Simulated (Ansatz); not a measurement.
Steps of a relaxation of FH$_{5}$SSi$_{2}$, SMILES `F[SiH]([SiH3])S` with RKS PBE-D4/def2-SVP.

```sh
$ ansatz run in.yaml --threads 2 --pin off --events-out ev --progress --plain --max-ram 4352MiB
```

```yaml
crystal:
  periodic: [false, false, false]
  atoms:
    - {symbol: F, position_ang: [-2.060000, 0.368800, -0.344200]}
    - {symbol: Si, position_ang: [-0.549000, 0.775900, -0.333900]}
    - {symbol: Si, position_ang: [0.559300, -0.605200, 1.109400]}
    - {symbol: S, position_ang: [0.259800, 0.578600, -2.346100]}
    - {symbol: H, position_ang: [-0.393300, 2.195700, 0.050000]}
    - {symbol: H, position_ang: [2.042600, -0.254100, 1.159400]}
    - {symbol: H, position_ang: [0.094100, -0.481300, 2.516100]}
    - {symbol: H, position_ang: [0.509300, -2.016600, 0.704400]}
    - {symbol: H, position_ang: [-0.374300, -0.608300, -2.532200]}
basis:
  gaussian: {orbitals: def2-SVP}
hamiltonian: {xc: pbe, dispersion: d4}
relax: {f_tol: 0.03, max_steps: 200}
```

Positions (Å) and forces (eV/Å) along the path, 7 of 7 steps:

```xyz
9
step=1 energy=-29364.8101 eV
F    -2.060    0.369   -0.344   -2.987   -0.691   -0.020
Si   -0.549    0.776   -0.334    2.662    0.651   -0.685
Si    0.559   -0.605    1.109    1.078    0.081    0.520
S     0.260    0.579   -2.346   -0.098    0.230    0.208
H    -0.393    2.196    0.050    0.042    0.442    0.029
H     2.043   -0.254    1.159   -0.282    0.072   -0.135
H     0.094   -0.481    2.516   -0.263    0.011    0.312
H     0.509   -2.017    0.704   -0.178   -0.629   -0.235
H    -0.374   -0.608   -2.532    0.027   -0.167    0.005
9
step=2 energy=-29364.9754 eV
F    -2.126    0.429   -0.316   -1.583   -0.347    0.075
Si   -0.567    0.783   -0.326    1.587    0.393   -0.297
Si    0.596   -0.635    1.125    0.186    0.127    0.055
S     0.211    0.615   -2.339   -0.235   -0.339    0.083
H    -0.376    2.230    0.009    0.008    0.095    0.050
H     2.052   -0.211    1.095   -0.189   -0.070    0.022
H     0.068   -0.521    2.528    0.016   -0.022    0.056
H     0.479   -2.056    0.669    0.001   -0.125   -0.050
H    -0.248   -0.679   -2.463    0.209    0.288    0.005
9
step=3 energy=-29365.0200 eV
F    -2.187    0.477   -0.218   -0.142    0.006   -0.040
Si   -0.584    0.811   -0.341    0.258   -0.065    0.141
Si    0.584   -0.634    1.113   -0.087    0.004   -0.064
S     0.141    0.622   -2.362   -0.194   -0.741   -0.035
H    -0.361    2.260    0.007   -0.030   -0.055   -0.100
H     2.029   -0.217    1.075    0.025   -0.029    0.020
H     0.076   -0.545    2.530    0.015    0.003   -0.062
H     0.461   -2.060    0.635    0.014    0.068    0.006
H    -0.071   -0.760   -2.456    0.142    0.810    0.134
9
step=4 energy=-29365.0132 eV rejected
F    -2.213    0.511   -0.213    0.069   -0.063    0.180
Si   -0.596    0.809   -0.308   -0.030    0.346   -0.359
Si    0.608   -0.653    1.074   -0.114    0.071    0.159
S     0.063    0.627   -2.339    0.061   -0.322   -0.039
H    -0.372    2.282   -0.096   -0.036   -0.060    0.254
H     2.061   -0.263    1.092   -0.024    0.016   -0.046
H     0.051   -0.553    2.467    0.041   -0.068    0.067
H     0.470   -2.069    0.585   -0.011    0.014   -0.049
H     0.018   -0.738   -2.278    0.045    0.065   -0.167
9
step=5 energy=-29365.0461 eV
F    -2.181    0.486   -0.186   -0.025    0.006   -0.016
Si   -0.576    0.819   -0.336   -0.006   -0.011    0.084
Si    0.588   -0.630    1.097   -0.015    0.011   -0.027
S     0.100    0.600   -2.362   -0.018   -0.106   -0.042
H    -0.368    2.274   -0.031    0.003    0.027   -0.024
H     2.039   -0.232    1.092    0.015   -0.018    0.009
H     0.055   -0.565    2.502    0.007   -0.013   -0.005
H     0.456   -2.036    0.576    0.008    0.001    0.009
H    -0.024   -0.763   -2.368    0.031    0.102    0.011
9
step=6 energy=-29365.0487 eV
F    -2.195    0.513   -0.161   -0.001    0.006   -0.004
Si   -0.588    0.832   -0.329    0.015   -0.013   -0.030
Si    0.585   -0.629    1.084    0.001    0.020   -0.006
S     0.072    0.583   -2.363   -0.011   -0.002    0.033
H    -0.372    2.292   -0.052   -0.006   -0.004   -0.003
H     2.038   -0.239    1.088    0.007   -0.006   -0.003
H     0.056   -0.588    2.491   -0.004   -0.008    0.014
H     0.453   -2.029    0.545   -0.002    0.000   -0.005
H     0.041   -0.780   -2.321    0.000    0.006    0.005
9
step=7 energy=-29365.0490 eV
F    -2.198    0.517   -0.162    0.003   -0.002   -0.004
Si   -0.590    0.834   -0.329    0.001    0.004    0.007
Si    0.585   -0.626    1.083   -0.005    0.001   -0.001
S     0.074    0.578   -2.358   -0.002   -0.002   -0.003
H    -0.377    2.294   -0.056   -0.002    0.004   -0.001
H     2.039   -0.241    1.085    0.003    0.000   -0.003
H     0.059   -0.595    2.492    0.000   -0.003    0.005
H     0.450   -2.023    0.536    0.000   -0.002   -0.001
H     0.046   -0.784   -2.310    0.001   -0.001    0.002
```

Hardware: 2 threads of an Intel Xeon on a shared host. Wall time 14 s, peak host memory 0.15 GiB.
